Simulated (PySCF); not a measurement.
These are PySCF with PBE-D3(BJ)/def2-TZVP // PBE0-D4/def2-TZVP values and carry that method's errors. Gas-phase values, no solvent. One relaxed conformer stands for a flexible species; it need not be the lowest. Excitations are Tamm–Dancoff values on a coarser integration grid. The basis has no diffuse functions, so Rydberg states are missing or too high.

Reference species (SMILES): `NC1=CC1` (neutral, multiplicity 1).

```yaml
S1 excitation (TDA): 4.97 eV
```

Changed species: `C(N=C)=C` (C–C–N–C torsion 180°).

### Question
What does the change do to the S1 excitation (TDA)?

### Answer
the S1 excitation (TDA) falls by 0.91 eV, to 4.06 eV.
